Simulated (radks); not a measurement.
The numbers below are computed, except where a source is named.
Question: Neutral bismuth, [Hg] 6p3. Code: a radial shooting solver on a logarithmic mesh with Libxc functionals. Model: non-relativistic Kohn-Sham, LDA (Slater exchange, Perdew-Wang correlation), spin-polarised, spherical densities, point nucleus. Every spin shell is full or empty, so the densities are truly spherical. Functionals are evaluated on that one density, not self-consistently. Rank these exchange functionals by their error against the exact value of the orbitals, and give that value: LDA, B88, PW86, WC, APBE, SCAN, MS2, TASK.

Answer: Exact: -366.035 hartree. From best to worst, with 100 (|E| - |E exact|)/|E exact| (equal figures are ties): SCAN +0.04, B88 +0.05, APBE +0.22, PW86 -0.42, WC -0.62, MS2 -0.68, TASK -1.80, LDA -3.75.
